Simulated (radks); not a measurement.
Effect of the nuclear size on the neon ion Ne2+, [He] 2s2 2p4. Method: Dirac Kohn-Sham, PBE, spin-unpolarised, spherical densities, finite nucleus; open shells are shared between the two j in proportion to 2j + 1; Fermi nuclear charge, rms radius 3.0055 fm; computed with a radial shooting solver on a logarithmic mesh with Libxc functionals. The rms radius is varied about that value; shifts are against it.

| rms radius (fm) | total energy shift (eV) | density at nucleus (e/bohr^3) | 1s1/2 shift (meV) |
|---|---|---|---|
| 2.6328 | -0.000279 | 653.9 | -0.113 |
| 2.735 | -0.000206 | 653.7 | -0.083 |
| 3.0055 | 0 | 653.3 | 0.000 |
| 3.1888 | 0.000151 | 653 | 0.061 |
| 3.4503 | 0.000381 | 652.7 | 0.154 |

Slopes of the eigenvalues against <r^2> in GHz/fm^2, as finite differences over the two radii next to the reference (eigenvalue slopes, not the field-shift constants of lines): 1s1/2 13.0.
